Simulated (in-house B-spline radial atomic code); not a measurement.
Configurations of Ba+, with energies counted from [Xe] 6s1. All numbers are computed (scalar-relativistic (X2C) LC-wPBE, spin-polarised, spherical fractional occupations, exact exchange averaged over the configuration; Fermi nucleus of rms radius 4.8378 fm) with a B-spline radial code for spherical atoms, not measured. Shells without spins written out take the highest spin.

Occupations are held fixed; configurations that lie above the ionisation limit could autoionise.

| configuration | E - E(ref) (eV) | highest orbital | its <r> (bohr) |
| --- | --- | --- | --- |
| [Xe] 6p1 | 2.5112 | 6p up | 5.499 |
| [Xe] 4f1 | 5.221 | 4f up | 3.838 |
| [Kr] 4d10 5s2 5p5 6s1 7f1 | 27.732 | 7f up | 23.03 |
| [Kr] 4d10 5s1 5p6 5d1 6s1 | 33.647 | 6s up | 4.113 |
| [Kr] 4d9 5s2 5p6 5f1 6s1 | 101.21 | 5f up | 8.076 |
| [Kr] 4d9 5s2 5p6 6s1 7f1 | 103.24 | 7f up | 22.64 |

**Question.** Order these further configurations by energy, lowest first.
A. [Kr] 4d9 5s2 5p6 6s1 6p1
B. [Kr] 4d10 5s2 5p5 6s1 7p1
C. [Kr] 4d10 5s1 5p6 6s1 6p1
D. [Kr] 4d9 5s2 5p6 6s1 6f1
E. [Kr] 4d10 5s1 5p6 6s1 7d1

**Answer.** B (25.128 eV), C (37.022 eV), E (43.221 eV), A (95.754 eV), D (102.52 eV).

**Question.** How far above the reference does [Kr] 4d9 5s2 5p6 5d1 6s1 lie?

**Answer.** 92.29 eV; its least bound orbital is 6s up with <r> = 4.079 bohr.
